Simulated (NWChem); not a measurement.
Molecule: C5H5N; SMILES N(/C=C)=C\C#C

```xyz
11

C      0.3314     3.0914     0.0000
C     -0.0231     1.9339     0.0000
C     -0.5134     0.5964     0.0000
N      0.2743    -0.4222     0.0000
C     -0.3184    -1.6837     0.0000
C      0.4268    -2.7973     0.0000
H      0.6711     4.1024     0.0000
H     -1.6088     0.4864     0.0000
H     -1.4135    -1.7422     0.0000
H     -0.0312    -3.7808     0.0000
H      1.5105    -2.7347     0.0000
```
Atoms are numbered in this order, from 1.

Structure relaxed at the B3LYP/6-31G* (spherical d) level.

Give the principal values of the shielding tensors (ppm) of C1, C2, C3, N4, C5 from B3LYP/6-311G** (spherical d), GIAO (NWChem), with their diamagnetic and paramagnetic parts as GIAO splits them.


| atom | σ11 | σ22 | σ33 | isotropic | diamagnetic | paramagnetic |
|---|---|---|---|---|---|---|
| C1 | 41.4 | 42.8 | 193.8 | 92.7 | 258.9 | -166.3 |
| C2 | 2.4 | 5.1 | 290.3 | 99.2 | 263.6 | -164.3 |
| C3 | -57.5 | 54.1 | 112.9 | 36.5 | 258.6 | -222.1 |
| N4 | -535.4 | -164.4 | 236.3 | -154.5 | 325.6 | -480.1 |
| C5 | -78.6 | 56.1 | 105.6 | 27.7 | 254.0 | -226.3 |
